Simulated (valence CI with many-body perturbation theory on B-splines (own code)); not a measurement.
**Au28+: calculated level list**

Level of theory: valence CI with perturbative core correlation (CI+MBPT): five valence electrons over a frozen Dirac-Fock core [Kr] 4d10, a basis of 7 s, 7 p, 7 d, 7 f, 4 g, 2 h functions for each j, with the one-electron correlation potential Σ1 (screened to all orders), the two-electron term Σ2, the three-electron term Σ3, Breit, model QED; selected single and double excitations, second order for the rest, scaled by the run's own slope (own B-spline code, finite nucleus).

No measured spectrum was set against this ion. As an estimate, large intervals hold to a few tenths of a per cent, small ones and those within an open d or f shell to about a per cent. Among the levels kept, up to 980 cm⁻¹ of a level comes from second order outside the variational space, and about a tenth of that is noise between levels of different J, which matters for small intervals. Only levels of the ground parity were solved; by the run's estimate the other parity begins above the list, which can be wrong where configurations are misplaced.

Levels 46 to 90 of 193, with energies above the lowest level, (4f5/2^5) J=5/2. "Leading %" is the weight of the configuration and term that name the level; weights of strongly mixed levels are sums over their largest components and can fall short. In the jj column 3d3/2^4 stands for four electrons in 3d with j = 3/2. Lifetimes count E1, E2, E3, M1 and M2 decay at the calculated energies, and are blank where another channel may lead or the interval is too uncertain; long ones can be off by a factor of two.

```csv
No.,Configuration,Term,J,E (cm⁻¹),Leading %,Leading jj,Lifetime
46,4f5,4K°,17/2,129750,55,4f5/2^2 4f7/2^3 (93 %),719 μs
47,4f5,2P°,3/2,130190,34,4f5/2^3 4f7/2^2 (68 %),834 μs
48,4f5,2H°,11/2,131660,36,4f5/2^3 4f7/2^2 (40 %),590 μs
49,4f5,6P°,7/2,131980,45,4f5/2^3 4f7/2^2 (49 %),2.55 ms
50,4f5,4F°,9/2,132010,42,4f5/2^3 4f7/2^2 (55 %),885 μs
51,4f5,4I°,15/2,134110,38,4f5/2^3 4f7/2^2 (80 %),1.74 ms
52,4f5,4G°,5/2,135020,39,4f5/2^3 4f7/2^2 (46 %),408 μs
53,4f5,4D°,3/2,135650,26,4f5/2^2 4f7/2^3 (38 %),458 μs
54,4f5,4K°,15/2,137110,55,4f5/2^2 4f7/2^3 (95 %),764 μs
55,4f5,4G°,9/2,137460,45,4f5/2^3 4f7/2^2 (46 %),330 μs
56,4f5,4M°,19/2,137750,38,4f5/2^2 4f7/2^3 (83 %),1.09 ms
57,4f5,4P°,1/2,138200,71,4f5/2^2 4f7/2^3 (83 %),337 μs
58,4f5,4F°,5/2,139710,31,4f5/2^3 4f7/2^2 (57 %),850 μs
59,4f5,4I°,11/2,142460,45,4f5/2^3 4f7/2^2 (55 %),797 μs
60,4f5,2N°,19/2,144620,56,4f5/2^2 4f7/2^3 (90 %),588 μs
61,4f5,2G°,9/2,145180,35,4f5/2^2 4f7/2^3 (56 %),571 μs
62,4f5,2O°,21/2,145770,52,4f5/2^2 4f7/2^3 (69 %),861 μs
63,4f5,4F°,7/2,147850,35,4f5/2^2 4f7/2^3 (64 %),686 μs
64,4f5,2H°,9/2,148090,35,4f5/2^2 4f7/2^3 (56 %),403 μs
65,4f5,4H°,13/2,148280,32,4f5/2^3 4f7/2^2 (56 %),753 μs
66,4f5,2M°,17/2,150930,57,4f5/2^2 4f7/2^3 (87 %),820 μs
67,4f5,4G°,11/2,151560,33,4f5/2^3 4f7/2^2 (44 %),560 μs
68,4f5,4H°,13/2,152870,31,4f5/2^2 4f7/2^3 (59 %),780 μs
69,4f5,2F°,5/2,153320,26,4f5/2^2 4f7/2^3 (47 %),361 μs
70,4f5,4F°,7/2,153590,33,4f5/2^3 4f7/2^2 (50 %),662 μs
71,4f5,4I°,15/2,156290,37,4f5/2 4f7/2^4 (50 %),242 μs
72,4f5,4P°,5/2,157280,41,4f5/2^2 4f7/2^3 (74 %),460 μs
73,4f5,4K°,11/2,158490,26,4f5/2^2 4f7/2^3 (43 %),486 μs
74,4f5,4H°,7/2,159930,52,4f5/2^3 4f7/2^2 (42 %),284 μs
75,4f5,2K°,13/2,161230,40,4f5/2^2 4f7/2^3 (52 %),385 μs
76,4f5,4F°,3/2,161320,34,4f5/2^2 4f7/2^3 (61 %),467 μs
77,4f5,2I°,11/2,163370,31,4f5/2^2 4f7/2^3 (59 %),565 μs
78,4f5,4P°,1/2,165870,46,4f5/2^3 4f7/2^2 (75 %),388 μs
79,4f5,4G°,9/2,166930,45,4f5/2^2 4f7/2^3 (54 %),487 μs
80,4f5,2O°,23/2,168030,100,4f5/2^2 4f7/2^3 (100 %),2.29 ms
81,4f5,2F°,7/2,169110,45,4f5/2^2 4f7/2^3 (80 %),499 μs
82,4f5,4I°,15/2,169730,45,4f5/2^2 4f7/2^3 (67 %),519 μs
83,4f5,2D°,3/2,171030,54,4f5/2^2 4f7/2^3 (71 %),342 μs
84,4f5,2L°,17/2,171520,41,4f5/2 4f7/2^4 (53 %),761 μs
85,4f5,4I°,13/2,172300,45,4f5/2^2 4f7/2^3 (59 %),324 μs
86,4f5,2H°,11/2,173160,36,4f5/2^2 4f7/2^3 (59 %),468 μs
87,4f5,4G°,5/2,173390,38,4f5/2^2 4f7/2^3 (59 %),256 μs
88,4f5,2H°,9/2,173740,32,4f5/2^2 4f7/2^3 (51 %),647 μs
89,4f5,2F°,7/2,174330,45,4f5/2^2 4f7/2^3 (76 %),600 μs
90,4f5,2L°,17/2,180600,76,4f5/2^2 4f7/2^3 (70 %),625 μs
```

Where two levels of one J and parity lie close, their mixing, g and order are uncertain.
